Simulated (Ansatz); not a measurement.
Al₇P₈H₂₂⁺, a nanocrystal cut from wurtzite AlP (hydrogen-capped). Total charge 1; triplet. Geometry PBE-D4/def2-SVP, that of the charge +1 singlet.

```xyz
37

Al    4.238   -0.585    1.296
P     3.238    1.359    2.392
P     2.200   -1.595    0.411
Al    0.053   -1.402    1.458
Al    1.548    2.438    1.066
P    -0.323    0.998    1.485
P    -1.653   -2.195   -0.025
Al   -4.042   -1.875    0.361
Al   -2.403    1.822    0.623
P    -3.935    0.239    1.585
Al    2.520   -0.628   -1.734
P     2.199    1.724   -1.169
P     0.517   -1.137   -3.016
Al   -1.775   -1.295   -2.220
P    -2.306    1.025   -1.676
H     5.095   -1.503    2.269
H     4.775    0.191   -0.021
H     2.678    1.145    3.689
H     4.251    2.311    2.721
H     2.471   -2.992    0.254
H    -0.019   -2.009    2.928
H     1.310    4.004    1.192
H    -0.521    1.263    2.883
H    -1.451   -3.602   -0.191
H    -4.773   -3.042    1.154
H    -4.488   -1.251   -1.066
H    -2.681    3.382    0.746
H    -3.631    0.157    2.979
H    -5.233    0.831    1.655
H     3.822   -0.941   -2.586
H     3.357    2.456   -1.572
H     1.253    2.313   -2.069
H     0.776   -2.468   -3.478
H     0.559   -0.478   -4.286
H    -2.705   -1.953   -3.323
H    -1.409    1.902   -2.366
H    -3.513    1.388   -2.346
```

Single mean-field runs in def2-TZVP are fitted with def2-universal-jkfit. At PBE-D4/def2-TZVP the gap within one spin of the charge 1 triplet nearly closes, so an electron or hole may be smeared out by delocalisation error. At PBE0-D4/def2-TZVP a singlet of charge 1 lies 4.75 eV below the triplet at the same geometry.

Q: Estimate the α-spin orbital energies around the gap (eV) in Ansatz with PBE-D4/def2-TZVP, PBE0-D4/def2-TZVP.

A: 
| orbital | PBE-D4/def2-TZVP | PBE0-D4/def2-TZVP |
| --- | --- | --- |
| HOMO−5 | -9.94 | -11.05 |
| HOMO−4 | -9.75 | -10.90 |
| HOMO−3 | -9.69 | -10.81 |
| HOMO−2 | -9.68 | -10.74 |
| HOMO−1 | -9.61 | -10.72 |
| HOMO | -5.28 | -5.66 |
| LUMO | -5.08 | -4.39 |
| LUMO+1 | -4.95 | -4.20 |
| LUMO+2 | -4.85 | -4.12 |
| LUMO+3 | -4.67 | -3.92 |
| LUMO+4 | -4.56 | -3.83 |
| LUMO+5 | -4.53 | -3.79 |
| β HOMO | -9.53 | -10.54 |
| β LUMO | -9.49 | -9.47 |
